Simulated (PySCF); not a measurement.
# Radial density of Te+ (tellurium, charge +1)

UHF, [Kr] 4d10 5s2 5p3, high-spin 4S determinant. Computed with PySCF 2.14 in ANO-RCC-VTZP, with the spin-free X2C one-electron Hamiltonian (Gaussian nucleus).

```csv
r (bohr),4πr²ρ (e/bohr),4πr²(ρα − ρβ)
0.0242,65.25,0.0149
0.0407,58.42,0.0433
0.0685,80.70,0.0518
0.115,76.01,-0.0156
0.194,64.67,0.0659
0.326,58.00,0.0262
0.548,22.80,0.2029
0.922,21.65,-0.0251
1.55,5.333,0.9902
2.61,2.017,1.3068
4.39,0.1904,0.1550
7.38,0.0007598,0.0007
12.4,1.291e-05,0.0000
```

Densities and radii are taken from the X2C orbitals without a picture-change correction, which distorts them close to the nucleus.

Task: Where is the radial spin density 4πr²(ρα − ρβ) most negative, and why is it negative at all?

Result: Around r = 0.922 bohr, down to -0.0251 e/bohr: exchange with the open shell polarises the paired shells in an unrestricted calculation.
